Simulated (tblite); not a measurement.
Input of a run (GFN2-xTB geometry optimisation, gas phase (tblite 0.8.0)), started from a force field or distance geometry:
```
{"job": {"kind": "relax", "xc": "GFN2-xTB", "basis": "xTB"}, "charge": 0, "multiplicity": 1}
O      1.215400    -1.247600    -0.194300
P      1.406600    -0.255100     1.082400
O      1.264100     1.164800     0.320200
P      0.086600     1.662900    -0.723600
O      0.097300     0.356500    -1.698700
P      0.024800    -1.228300    -1.327300
O     -1.255200    -1.165700    -0.324100
P     -1.524300    -0.164200     0.944800
O     -0.094400    -0.361800     1.703800
O     -1.211900     1.243200     0.194300
```

Output (eV, eV/Å):
```
step      E/eV     max force
  0    -949.80047    1.107
  1    -949.87954    0.642
  2    -949.90842    0.188
  3    -949.91038    0.087
  4    -949.91066    0.018
  5    -949.91068    0.014
  6    -949.91071    0.013
  7    -949.91072    0.013
  8    -949.91073    0.011
  9    -949.91073    0.006
```

Task: Summarise the run.

Result: The energy falls by 10.6 kJ/mol over 9 L-BFGS steps, the largest force on an atom goes from 1.11 to 0.006 eV/Å, and the atoms move by 0.027 Å rms after alignment. The bond that changes most is P2–O3 (ends: three-coordinate phosphorus; oxygen bonded to 2 P), which lengthens by 0.024 Å. Bonds longer at the end by more than 0.005 Å: 8 of 12; shorter: 1. Among the angles that change most is P4–O5–P6, from 130.0° to 126.3°. The energy never rose by more than 1e-5 eV on the way. The first step brought 72 % of the lowering.

Task: What are the final bond lengths?

Result: O1–P2 1.642 Å, P2–O3 1.642 Å, O3–P4 1.642 Å, P4–O5 1.642 Å, O5–P6 1.642 Å, P6–O7 1.642 Å, O7–P8 1.642 Å, P8–O9 1.642 Å, P8–O10 1.642 Å, O1–P6 1.642 Å, P2–O9 1.642 Å, P4–O10 1.642 Å. Numbering counts from 1 in the input's order; the species is phosphorus(iii) oxide (`P12OP3OP(O1)OP(O3)O2`).

Its GFN2-xTB frequencies are all real (lowest 265 cm⁻¹).

These are computed values.
